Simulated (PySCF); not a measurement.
# Deuteron quadrupole couplings in `F[SiH2]C(F)(F)CN[SiH3]`

C2H8F3NSi2.
Geometry (GFN2-xTB, Å), atoms numbered from 1 in this order:
```
atom  x, y, z in Å
F1    -1.551    1.285   -1.137
Si2   -2.226    0.052   -0.349
C3    -0.932   -0.618    0.928
F4    -1.624   -1.036    2.045
F5    -0.371   -1.774    0.438
C6     0.192    0.318    1.403
N7     1.034    0.815    0.363
Si8    2.283   -0.119   -0.379
H9    -2.487   -0.967   -1.345
H10   -3.329    0.640    0.389
H11    0.809   -0.250    2.106
H12   -0.288    1.142    1.944
H13    0.577    1.510   -0.205
H14    3.060   -0.661    0.735
H15    1.834   -1.209   -1.253
H16    3.011    0.880   -1.159
```

Level: PBE0/pcSseg-1 (PySCF, non-relativistic); Q(2H) = 0.00286 b; rigid geometry, the same for H and D, with no vibrational averaging.

Question: Rank these positions by the coupling χzz of a deuteron there, largest first.
A. H13 (N–H hydrogen)
B. H15 (Si–H hydrogen)
C. H11 (methylene hydrogen)
D. H9 (Si–H hydrogen)

Answer: A (279 kHz), C (196 kHz), D (112 kHz), B (105 kHz).

Question: Give the electric field gradient Vzz (the principal value of largest size), its asymmetry and the 2H coupling at each hydrogen.

Answer: 
```json
{"atom": "H9", "bonded to": "Si2", "bond length (Å)": "1.449", "Vzz (au)": "0.1668", "η": "0.03", "χzz (kHz)": "112"}
{"atom": "H10", "bonded to": "Si2", "bond length (Å)": "1.451", "Vzz (au)": "0.1650", "η": "0.01", "χzz (kHz)": "111"}
{"atom": "H11", "bonded to": "C6", "bond length (Å)": "1.094", "Vzz (au)": "0.2917", "η": "0.05", "χzz (kHz)": "196"}
{"atom": "H12", "bonded to": "C6", "bond length (Å)": "1.096", "Vzz (au)": "0.2893", "η": "0.03", "χzz (kHz)": "194"}
{"atom": "H13", "bonded to": "N7", "bond length (Å)": "1.007", "Vzz (au)": "0.4149", "η": "0.19", "χzz (kHz)": "279"}
{"atom": "H14", "bonded to": "Si8", "bond length (Å)": "1.463", "Vzz (au)": "0.1618", "η": "0.05", "χzz (kHz)": "109"}
{"atom": "H15", "bonded to": "Si8", "bond length (Å)": "1.468", "Vzz (au)": "0.1566", "η": "0.03", "χzz (kHz)": "105"}
{"atom": "H16", "bonded to": "Si8", "bond length (Å)": "1.461", "Vzz (au)": "0.1632", "η": "0.04", "χzz (kHz)": "110"}
```

Question: Average by the element that carries the hydrogen.

Answer: on Si: 109 kHz over 5 positions, mean bond length 1.458 Å; on C: 195 kHz over 2 positions, mean bond length 1.095 Å; on N: 279 kHz over 1 position, mean bond length 1.007 Å.

Question: How does χzz go with the bond length over the 5 Si–H bonds?

Answer: A straight-line fit has a slope of -3.0 kHz for each 0.01 Å, with a correlation coefficient of -0.93, over lengths from 1.449 to 1.468 Å. The longer bonds have the smaller couplings here.

Question: A static deuteron (I = 1) shows a doublet split by (3/2)χ, (3/4)χ(1 + η) and (3/4)χ(1 − η) with the field along z, y and x of the gradient. What are these for H14?

Answer: With |χ| = 108.7 kHz and η = 0.047: 163, 85 and 78 kHz, to first order and without motion.

The structure is a single GFN2-xTB conformer in the gas phase; no vibrational or solvent corrections. GFN2-xTB frequencies show an imaginary mode (27i cm⁻¹), so this geometry is no minimum at that level. GFN2-xTB bond lengths can be off by several hundredths of an ångström, more for odd bonds, and the gradients follow them. These gradients aren't converged with respect to the basis.
